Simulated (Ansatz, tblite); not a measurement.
Forces on the cluster Al₃P₄⁻ at its r2SCAN-D4/def2-SVPD geometry. Charge -1, multiplicity 1.

The xTB rows come from tblite. The restricted singlet is unstable towards broken spin symmetry in Hartree–Fock (as tested in another run); at PBE-D4/def2-TZVPD this wasn't settled. Another isomer (singlet) lies 0.20 eV lower at PBE0-D4/def2-TZVPD; other spin states weren't run for this one.

GFN1-xTB (tblite), largest force 1.33 eV/Å:

```xyz
7
positions Å, forces eV/Å
Al    1.072   -1.102   -1.161   -0.409    0.208   -0.982
Al    0.795   -0.521    1.529    0.314   -0.135    0.360
Al   -1.232    0.857    0.228   -1.004    0.507   -0.719
P     0.095    0.894   -1.823    0.768   -0.171   -0.130
P    -2.110    1.171   -1.798   -0.278   -0.020    0.383
P     2.250   -1.919    0.585    0.736   -0.500    0.510
P    -0.869    0.619    2.440   -0.128    0.110    0.579
```

GFN2-xTB (tblite), largest force 0.68 eV/Å:

```
Al -0.319 0.535 -0.264
Al -0.018 -0.095 -0.103
Al -0.160 0.142 -0.072
P 0.122 -0.344 0.246
P 0.044 -0.100 -0.303
P 0.522 -0.436 -0.036
P -0.191 0.298 0.532
```

PBE-D4/def2-TZVPD (Ansatz), largest force 0.17 eV/Å:

```
Al -0.041 -0.038 -0.041
Al 0.033 0.006 -0.046
Al 0.038 -0.039 -0.001
P -0.136 0.100 -0.013
P 0.079 0.002 -0.060
P 0.110 -0.088 0.053
P -0.083 0.058 0.106
```
